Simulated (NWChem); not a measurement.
System meant: SiIF, singlet; SMILES [Si](I)F

NWChem input:

```
start job
memory heap 200 mb stack 900 mb global 1100 mb
geometry units angstroms noautoz
  Si    -0.655379     1.559625     0.000000
  F      0.797429     2.295282     0.000000
  I      0.022385    -0.836912     0.000000
end
basis spherical
  Si library def2-svp
  F library def2-svp
  I library def2-svp
end
ecp
  I library def2-ecp
end
dft
  odft
  mult 2
  xc b3lyp
  iterations 150
  mulliken
end
task dft energy
```

End of the output:

```
 ==============================================================================
                                 internuclear angles
 ------------------------------------------------------------------------------
        center 1       |       center 2       |       center 3       |  degrees
 ------------------------------------------------------------------------------
    2 F                |   1 Si               |   3 I                |   101.06
 ------------------------------------------------------------------------------
                            number of included internuclear angles:          1
 ==============================================================================

 Summary of "ao basis" -> "" (spherical)
 ------------------------------------------------------------------------------
       Tag                 Description            Shells   Functions and Types
 ---------------- ------------------------------  ------  ---------------------
 Si                         def2-svp                 8       18   4s3p1d
 F                          def2-svp                 6       14   3s2p1d
 I                          def2-svp                10       26   4s4p2d

                                 NWChem DFT Module
                                 -----------------

 Summary of "ao basis" -> "ao basis" (spherical)
 ------------------------------------------------------------------------------
       Tag                 Description            Shells   Functions and Types
 ---------------- ------------------------------  ------  ---------------------
 Si                         def2-svp                 8       18   4s3p1d
 F                          def2-svp                 6       14   3s2p1d
 I                          def2-svp                10       26   4s4p2d

      Symmetry analysis of basis
      --------------------------

        a'         41
        a"         17

  number of electrons :                   48
  multiplicity        :                    2
 ------------------------------------------------------------------------
  no. of electrons and multiplicity not compatible                  48
 ------------------------------------------------------------------------
 ------------------------------------------------------------------------
  current input line :
    23: task dft energy
 ------------------------------------------------------------------------
 ------------------------------------------------------------------------
 There is an error in the input file
 ------------------------------------------------------------------------
 For more information see the NWChem manual at https://nwchemgit.github.io

0: no. of electrons and multiplicity not compatible:Received an Error in Communication
```

### Question
Can this run be used? If not, why, and what is the fix?

### Answer
The input was rejected before any calculation. Cause: the multiplicity doesn't fit the number of electrons (an even count wants an odd multiplicity, and the reverse). This input runs:
```
start job
memory heap 200 mb stack 900 mb global 1100 mb
geometry units angstroms noautoz
  Si    -0.655379     1.559625     0.000000
  F      0.797429     2.295282     0.000000
  I      0.022385    -0.836912     0.000000
end
basis spherical
  Si library def2-svp
  F library def2-svp
  I library def2-svp
end
ecp
  I library def2-ecp
end
dft
  xc b3lyp
  iterations 150
  mulliken
end
task dft energy
```
It converges to -687.03836 Ha (B3LYP/def2-SVP with def2 effective core potentials on I).
